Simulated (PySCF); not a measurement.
A PySCF script (with the pyscf-properties extension) for the NMR shieldings of SMILES CC(=O)[C@@H]1O[C@@H]1CB(F)F, C5H7BF2O2, on a GFN2-xTB geometry:

```python
import basis_set_exchange as bse
import numpy as np
from pyscf import gto, dft
from pyscf.prop import nmr

atoms = """
C     2.403592    0.765626   -0.574912
C     0.984427    0.311450   -0.574401
O     0.252203    0.570897   -1.520890
C     0.544613   -0.474635    0.605064
O     0.188147   -1.804584    0.324425
C    -0.857590   -0.959080    0.688766
C    -1.887162   -0.608041   -0.356698
B    -1.444849    0.573923   -1.380824
F    -1.586291    1.846416   -0.903701
F    -1.857001    0.459496   -2.658132
H     3.061404   -0.093243   -0.447731
H     2.635737    1.283329   -1.501706
H     2.565880    1.433626    0.270474
H     1.132745   -0.344223    1.510005
H    -1.226832   -1.128603    1.699088
H    -2.805482   -0.307610    0.147495
H    -2.110541   -1.512713   -0.924419
"""
names = dict.fromkeys(["C", "O", "B", "F", "H"], "pcSseg-1")
basis = {el: gto.basis.parse(bse.get_basis(n, elements=[el], fmt="nwchem")) for el, n in names.items()}
mol = gto.M(atom=atoms, basis=basis, charge=0, verbose=0)
mf = dft.RKS(mol, xc="PBE0")
mf.grids.level = 2
mf.grids.alignment = dft.numint.BLKSIZE   # the property module wants whole blocks of grid points
mf.conv_tol = 1e-9
mf.kernel()

calc = nmr.RKS(mf)   # GIAO
C = mf.mo_coeff
Co = C[:, mf.mo_occ > 0]
resp = mf.gen_response(singlet=True, hermi=2)
def vind(x):   # induced exchange potential for any number of trial vectors
    d = np.einsum("pi,xij,qj->xpq", C, 2 * x.reshape(-1, C.shape[1], Co.shape[1]), Co, optimize=True)
    return np.einsum("xpq,pi,qj->xij", resp(d - d.transpose(0, 2, 1)), C, Co, optimize=True).ravel()
mo1, _ = nmr.rhf.solve_mo1(calc, with_cphf=vind)
sigma = calc.kernel(mo1)
for i, s in enumerate(sigma):   # ppm
    w = np.linalg.eigvalsh((s + s.T) / 2)
    print("%2d %-2s iso %8.1f  s11 %8.1f  s22 %8.1f  s33 %8.1f" % (i, mol.atom_pure_symbol(i), w.mean(), *w))
```

**Question.** What does it print?

**Answer.** 
```
 0 C  iso    151.1  s11    123.3  s22    140.8  s33    189.3
 1 C  iso    -48.6  s11   -156.1  s22    -96.3  s33    106.6
 2 O  iso   -195.1  s11   -578.4  s22   -324.0  s33    317.0
 3 C  iso    138.6  s11     96.4  s22    139.4  s33    180.1
 4 O  iso    228.7  s11     50.2  s22    293.8  s33    342.1
 5 C  iso    124.7  s11     77.8  s22    124.9  s33    171.4
 6 C  iso    170.2  s11    155.8  s22    168.2  s33    186.7
 7 B  iso     92.5  s11     83.2  s22     89.4  s33    105.1
 8 F  iso    292.0  s11    213.4  s22    303.0  s33    359.7
 9 F  iso    316.6  s11    254.3  s22    332.6  s33    362.7
10 H  iso     28.9  s11     25.5  s22     28.2  s33     32.9
11 H  iso     29.1  s11     25.2  s22     27.6  s33     34.5
12 H  iso     28.9  s11     26.1  s22     27.9  s33     32.7
13 H  iso     28.9  s11     23.1  s22     27.7  s33     35.9
14 H  iso     28.0  s11     21.1  s22     26.4  s33     36.5
15 H  iso     30.6  s11     26.8  s22     28.5  s33     36.6
16 H  iso     30.2  s11     26.1  s22     29.2  s33     35.5
```

These numbers come from an equivalent density-fitted implementation of the same equations, which agrees with the script to about 0.01 ppm for H and up to a few tenths of a ppm for heavy atoms, so last digits may differ.

Size and cost of the density-fitted run: 205 basis functions, 37 s wall time on 1 thread of an Arm Neoverse V2, shared host; peak memory 0.91 GiB.
